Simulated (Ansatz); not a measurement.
Job for Ansatz (an electronic-structure program): R-PBE0/def2-TZVPP on MgCl+, 2S+1 = 1, a spin state set in the input, which need not be the lowest, a point of a bond scan (R = 2.117 Å). Charge +1.

Ansatz 0.2 input:
```yaml
crystal:
  periodic: [false, false, false]
  atoms:
    - {symbol: Mg, position_ang: [0.00000000, 0.00000000, 0.00000000]}
    - {symbol: Cl, position_ang: [0.00000000, 0.00000000, 2.11684000]}
basis:
  gaussian:
    orbitals: def2-TZVPP
    pivot_positions_ang: [[0.00000000, 0.00000000, 0.00000000], [0.00000000, 0.00000000, 2.11684000]]
hamiltonian:
  xc: {name: PBE0}
total_charge: 1
output: {forces: true, orbitals: {seedname: ./end}}
```

Program output:

```
WARN ansatz: RAYON_NUM_THREADS=2 ignored (pool sized by the plan → 2); use --threads N
Functional definition: PBE0
integrals: 0.02 GiB planned
613 factors; their error is unknown
mean field: 0.18 GiB planned
mean field evaluation 1: about -17947.5423 eV, gradient 5.0e1 eV
mean field evaluation 2: about -17918.0038 eV, gradient 1.1e2 eV
mean field evaluation 4: about -17953.7986 eV, gradient 4.9e0 eV
mean field evaluation 8: about -17953.9054 eV, gradient 2.2e-2 eV
mean field -17953.90542650 eV, -659.7938548297 hartree, gradient 9.1e-6 eV, S^2 0.000000; 0 other end points of the search recorded, 0 dependent functions left out
the calculation of the forces begins
reference -17953.90545901 eV, -659.7938560244 hartree; 14, 14 occupied and 60, 60 virtual orbitals, 613 factors
Total energy: -17953.90545901 eV, -659.7938560244 hartree
Atom 0 at     0.000000     0.000000     0.000000 Å, force    -0.000000     0.000000     0.134466 eV/Å
Atom 1 at     0.000000     0.000000     2.116840 Å, force     0.000000    -0.000000    -0.134466 eV/Å
Dipole moment:     0.000000    -0.000000    -2.116371 e Å
```

The calculation finished and met its thresholds.

Cost: very roughly 0.6 core-seconds.
